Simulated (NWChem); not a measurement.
# BN2H4Cl; SMILES NB(N)Cl

```xyz
8

B      0.0000     0.0000     0.4364
Cl     0.0000     0.0000    -1.3692
N      0.0000    -1.2544     1.0931
H      0.0000    -1.3655     2.1053
H      0.0000    -2.1293     0.5744
N      0.0000     1.2544     1.0931
H      0.0000     1.3655     2.1053
H      0.0000     2.1293     0.5744
```
Atoms are numbered in this order, from 1.

Level: PBE-D3(BJ)/def2-SVP (NWChem), optimised geometry, unscaled harmonic frequencies. 

List the harmonic frequencies with IR intensities, and the thermochemistry.


```tsv
frequency (cm⁻¹)	IR intensity (km/mol)
251	0.0
304	364.0
311	0.9
339	1.8
352	0.0
508	8.1
559	0.1
604	19.4
815	0.2
893	2.8
1200	227.1
1388	63.3
1526	55.3
1552	352.1
3542	62.9
3547	7.8
3653	31.9
3654	31.0
```

| Quantity | Value |
|---|---|
| zero-point energy | 35.7 kcal/mol |
| thermal correction to the enthalpy at 298.15 K (with zero-point energy) | 39.8 kcal/mol |
| heat capacity Cv | 19.2 cal/(mol K) |
| entropy at 298.15 K and 1 atm (symmetry number 2) | 71.8 cal/(mol K) |
| dipole moment | 2.87 D |

Rigid rotor and harmonic oscillator.
